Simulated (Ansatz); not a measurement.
Compare A (`C#CC[SiH2]F`) with its isomer B (`CC1=C[SiH]1F`).

Program: Ansatz. Geometries: PBE0-D4/def2-TZVP. ΔE: electronic, gas phase. CCSD(T)/CBS adds triple-zeta CCSD(T) − MP2 to the extrapolated MP2 energy (def2 sets, frozen cores). Functionals use def2-TZVPP. B3LYP here is the variant with VWN-RPA as its local correlation; programs differ in this. One conformer a species, not always the lowest.

A:

```xyz
10

C    -0.218   -2.106    0.995
C    -0.117   -1.284    0.125
C     0.010   -0.222   -0.848
Si    0.119    1.399    0.093
F     0.261    2.596   -0.963
H    -0.309   -2.855    1.746
H    -0.852   -0.200   -1.523
H     0.906   -0.354   -1.462
H    -1.117    1.620    0.877
H     1.318    1.406    0.961
```

B:

Z-matrix (Å, degrees):
```
C
C 1 1.478
H 1 1.093 2 110.5
H 1 1.093 2 110.1 3 117.4
H 1 1.093 2 112.0 3 -121.6
C 2 1.350 1 135.9 3 123.9
Si 2 1.788 1 156.9 3 -59.6
H 6 1.085 2 133.4 1 -0.1
F 7 1.598 2 122.5 1 -72.2
H 7 1.474 2 126.1 1 75.6
```

(1) Which isomer does CCSD(T)/CBS put lower? Give the gap. (An estimate is asked.)

(2) Give E(B) − E(A) in kJ/mol with HF/def2-TZVPP, CCSD(T)/def2-TZVPP, LDA (SPW92), B3LYP, MP2/def2-TZVPP, BLYP-D4, CCSD/def2-TZVPP. (An estimate is asked.)

(3) Does the order hold for the free energy at 298.15 K (harmonic terms from PBE0-D4)? (Estimate.)

Largest T1 diagnostic: 0.012.

Answers

(1) The calculation gave: B, by 6.3 kJ/mol.

(2) Computed: HF/def2-TZVPP 8.8, CCSD(T)/def2-TZVPP -5.1, LDA (SPW92) -41.1, B3LYP -6.4, MP2/def2-TZVPP -3.8, BLYP-D4 -3.5, CCSD/def2-TZVPP -3.2. The order is the other way round with HF/def2-TZVPP.

(3) The calculation gave: No: G(B) − G(A) = +6.0 kJ/mol, for one conformer each.

In def2-TZVPP, CCSD(T) changes the Hartree–Fock value by −13.9 kJ/mol (the triples alone add −1.9 kJ/mol) and MP2 by −12.6 kJ/mol. Leaving LDA and LC-ωPBE aside and taking each functional with its dispersion term where it has one, the values, not all of them listed here, spread over 28.8 kJ/mol, from B97M-V to BLYP-D4. LDA lies −13.3 kJ/mol from PBE without D4.
